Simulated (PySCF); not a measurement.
B(F)(vinyl)(NH2) (C₂H₅BFN), SMILES C=CB(N)F. The structure is a stationary point at PBE-D3(BJ)/def2-SVP. The structure was generated by enumeration, and PubChem lists no compound with its InChIKey, so it may never have been made. The values are those of a single conformer.

Q: Give the equilibrium geometry at PBE-D3(BJ)/def2-SVP (PySCF confirms it by a frequency run) as Cartesian coordinates in Å. (Estimate from the structure and the level; the computed values follow.)

A: This is not unique; one that fits is 
```xyz
10

B     -0.3722     0.1757     0.3216
F     -1.7133     0.2931     0.4955
C      0.1629    -0.8622    -0.7261
C      1.3660    -0.7934    -1.3332
H     -0.5101    -1.6912    -1.0152
H      1.7004    -1.5328    -2.0809
H      2.0773     0.0253    -1.1212
N      0.4656     0.9990     1.0966
H      0.0992     1.6880     1.7533
H      1.4815     0.9344     1.0755
```
Charge 0, spin multiplicity 1.
